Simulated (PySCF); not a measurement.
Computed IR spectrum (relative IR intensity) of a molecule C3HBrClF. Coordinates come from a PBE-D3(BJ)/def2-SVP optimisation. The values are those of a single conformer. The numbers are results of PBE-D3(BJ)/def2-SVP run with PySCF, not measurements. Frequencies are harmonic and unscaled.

ν (cm⁻¹): 406 (vw), 520 (vw), 632 (w), 677 (m), 767 (w), 1063 (s), 1147 (m), 1367 (m), 2017 (vs) (against the strongest line: vs over 80 %, s over 45 %, m over 15 %, w over 4 %, vw less)

Which structure fits?
(A) FC(Cl)=C=CBr
(B) FC=C=C(Cl)Br
(C) FC(Br)=C=CCl

A, FC(Cl)=C=CBr
